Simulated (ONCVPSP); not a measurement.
Varying the ONCV potential for C (Z = 6)

Base potential:

```json
{
 "Element": "C",
 "Generator": "ONCVPSP 4.0.1",
 "Type": "optimised norm-conserving Vanderbilt (ONCV)",
 "Functional": "PBEsol",
 "Relativity": "scalar-relativistic",
 "Frozen core": "none",
 "Valence charge": "6",
 "Reference configuration": "1s2 2s2 2p1 (charge +1)",
 "Partial waves": "1s+2s: rc 0.60 bohr, ncon 3, nbas 7, qcut 21 1/bohr, 2 projectors; 2p: rc 2.55 bohr, ncon 5, nbas 9, qcut 5.2 1/bohr, 3 projectors, debl 1.8 Ha; d scattering state at 0.21 Ha: rc 2.00 bohr, ncon 4, nbas 9, qcut 5.6 1/bohr, 2 projectors, debl 3.6 Ha",
 "Local potential": "polynomial inside 0.45 bohr (lpopt 2, dvloc0 6 Ha)",
 "Core correction": "none"
}
```

Cutoffs, loose and tight: the cutoffs (Ha) at which the residual kinetic energy of the hardest occupied pseudo-wave falls to 1 and 0.1 mHa per electron. They do not see the model core or the augmentation charge, which bear on the density cutoff. Test errors are all-electron minus pseudo excitation energies from the reference, over the configurations 1s2 2s2 2p2; 1s2 2s2 2p0; 1s2 2s1 2p0; 1s2 2s1 2p3. A dash means not determined; rows that change the core or the reference have their own tests.

A true bound ghost makes a file unfit for plane-wave use even where its test errors are small: the radial tests pick states by their node count and pass the ghost by.

| change | outcome | cutoff, loose | cutoff, tight | bound ghosts | GHOST(+) flags above zero | largest test error (meV) |
| --- | --- | --- | --- | --- | --- | --- |
| base | generated | 164 Ha | 188 Ha | none | p, d | +631 |
| all radii scaled by about 0.82 (s 0.50, p 2.08, d 1.64 bohr); local potential polynomial inside 0.36 bohr (lpopt 2, dvloc0 6 Ha) | generated | 189 Ha | 218 Ha | d | none | +386 |
| all radii scaled by about 0.89 (s 0.54, p 2.28, d 1.78 bohr); local potential polynomial inside 0.40 bohr (lpopt 2, dvloc0 6 Ha) | generated | 178 Ha | 202 Ha | d | none | +484 |
| all radii scaled by about 1.04 (s 0.62, p 2.66, d 2.08 bohr); local potential polynomial inside 0.46 bohr (lpopt 2, dvloc0 6 Ha) | generated | 162 Ha | 184 Ha | none | p, d | +694 |
| all radii scaled by about 1.14 (s 0.68, p 2.90, d 2.28 bohr); local potential polynomial inside 0.52 bohr (lpopt 2, dvloc0 6 Ha) | generated | 152 Ha | 175 Ha | none | p, d | +844 |
| all radii scaled by about 1.24 (s 0.74, p 3.16, d 2.48 bohr); local potential polynomial inside 0.56 bohr (lpopt 2, dvloc0 6 Ha) | generated | 143 Ha | 165 Ha | none | p, d | +1023 |
| all radii scaled by about 1.31 (s 0.78, p 3.34, d 2.62 bohr); local potential polynomial inside 0.58 bohr (lpopt 2, dvloc0 6 Ha) | generated, projector energies reset by the program | 135 Ha | 157 Ha | none | none | +1173 |

Reading the sweep of the scale of all radii (base = 1) (base included, trends over the rows without a ghost): The loose cutoff stays near 152 Ha. The median size of the test errors (rows with all tests solved) rises from 203.0 meV at 1 to 415.0 meV at 1.31. More of the atom is replaced by a form fitted at one configuration, so other configurations suffer as the radius grows. Bound ghosts are found at 0.82, 0.89.
